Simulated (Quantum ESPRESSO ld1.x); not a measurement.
The numbers below are computed, except where a source is named.
Question: Ionisation of the lithium ion Li+, [He], to Li2+, 1s1, under several functionals. Dirac Kohn-Sham, spin-unpolarised, spherical densities, point nucleus; ld1.x of Quantum ESPRESSO 7.5. Known Delta-SCF values: BP86 79.442 eV. What does Engel-Vosko exchange with Perdew-Wang LDA correlation give, and what is its highest occupied eigenvalue?

Answer: 81.165 eV by Delta-SCF; the 1s1/2 eigenvalue is -61.923 eV. NIST: 75.640 eV (theoretical).

Beside tabulated values, note that spin-unpolarised runs miss the spin-polarisation part of the exchange energy of open shells.
